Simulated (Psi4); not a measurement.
C₄H₁₂Ge (SMILES C[C](C)(C)[GeH3]), singlet, at a GFN2-xTB geometry. Base run: Psi4 with HF/STO-3G.

Geometry (Å):
```xyz
17

Ge     0.4607     1.0620     0.1267
C     -0.3325    -0.7666    -0.0914
C     -0.5453    -1.3891     1.2841
C      0.6209    -1.6336    -0.9064
C     -1.6692    -0.6511    -0.8160
H      1.7733     1.0205     0.8492
H      0.7112     1.7250    -1.1940
H     -0.4379     1.9726     0.9077
H     -0.9773    -2.3857     1.1929
H      0.4012    -1.4749     1.8171
H     -1.2207    -0.7777     1.8819
H      1.5840    -1.7215    -0.4044
H      0.7868    -1.1997    -1.8920
H      0.2122    -2.6354    -1.0388
H     -1.5351    -0.2021    -1.7997
H     -2.3613    -0.0303    -0.2477
H     -2.1216    -1.6340    -0.9480
```
All else is at Psi4's defaults (density fitting).

The base run was repeated with changes; each row names its change, and settings that it needs were set with it.

| change | basis functions | E (Eh) | dipole (D) |
|---|---|---|---|
| base | 50 | -2208.40053 | 0.17 |
| basis = cc-pVDZ-DK; relativity = spin-free X2C (with scf_type pk) | 143 | -2255.51832 | 0.88 |
| basis = cc-pVDZ-DK; relativity = none (with scf_type pk) | 143 | -2221.86844 | 0.85 |

Totals shift with the method and basis; they matter in differences.

Basis sets contracted for a relativistic Hamiltonian are a mismatch without it, so the rows without relativity aren't non-relativistic limits. No row has spin-orbit coupling; sets with core potentials leave out the core electrons.
